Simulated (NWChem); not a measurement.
System: CH4AlI; SMILES [CH3][AlH][I]

Here is an NWChem input.

```
start job
memory heap 200 mb stack 900 mb global 1100 mb
geometry units angstroms noautoz
  Al    -0.491756    -1.506821     0.154482
  H     -1.882989    -2.012982    -0.408653
  I      0.225609     0.752908    -0.594673
  C      0.639718    -2.532231     1.360282
  H      0.092097    -2.771142     2.288260
  H      1.566553    -2.006620     1.633777
  H      0.913294    -3.497499     0.900408
end
basis spherical
  Al library def2-svp
  H library def2-svp
  I library def2-svp
  C library def2-svp
end
ecp
  I library def2-ecp
end
dft
  xc xpbe96 cpbe96
  iterations 150
  mulliken
end
task dft energy
```

All runs use the structure optimised with PBE0/def2-SVP. def2 effective core potentials on I; no spin-orbit coupling.

Q: Give the results of this calculation. (PBE/def2-SVP with def2 effective core potentials on I.) Quantities: energy (Ha); highest occupied level (eV); orbital gap (eV); dipole (D).

A: 
```json
{
 "energy (Ha)": "-580.38",
 "highest occupied level (eV)": "-6.27",
 "orbital gap (eV)": "4.12",
 "dipole (D)": "1.79"
}
```
